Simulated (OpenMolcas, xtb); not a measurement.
## GeH2OF (SMILES [O][GeH2][F]): methods side by side

GeH2OF: 5 atoms, total charge 0, spin state doublet. SMILES: `[O][GeH2][F]`. Geometry: a GFN2-xTB relaxation, a rough one for these elements and not checked as a minimum.

```xyz
5

O    -0.5661    0.0092    1.6122
Ge    0.0152   -0.0352    0.1141
F    -0.9189    0.8220   -1.0903
H     0.0952   -1.4044   -0.5379
H     1.3746    0.6084   -0.0981
```

Quantity: the dipole moment, in D. The values are calculated.

| level | kind | program | value (D) | CPU time |
| --- | --- | --- | --- | --- |
| GFN2-xTB | semi-empirical | xtb | 4.23 | under 2 s |
| GFN0-xTB | semi-empirical | xtb | 1.01 | under 2 s |
| GFN1-xTB | semi-empirical | xtb | 5.01 | under 2 s |
| UHF/STO-3G | Hartree–Fock | OpenMolcas | 1.31 | 2.7 s |
| UHF/3-21G | Hartree–Fock | OpenMolcas | 2.29 | 3.7 s |
| UHF/def2-SVP | Hartree–Fock | OpenMolcas | 2.24 | 15 s |
| U-r2SCAN/6-31G | meta-GGA | OpenMolcas | 2.79 | 29 s |
| UTPSS/def2-SVPD | meta-GGA | OpenMolcas | 2.39 | 94 s |
| U-r2SCAN/cc-pVTZ | meta-GGA | OpenMolcas | 2.20 | 2.8 min |
| UB3LYP/6-31G* (spherical functions) | global hybrid | OpenMolcas | 2.20 | 29 s |

All-electron rows without a relativistic Hamiltonian named are non-relativistic. The values span 1.01 to 5.01 D. Sets without polarisation functions give poor dipoles. Without the sets that lack polarisation functions the rows with a basis span only 2.20 to 2.39 D. Times are those of the runs behind each value, whatever else they computed, on shared processors of several kinds: orders of magnitude only.
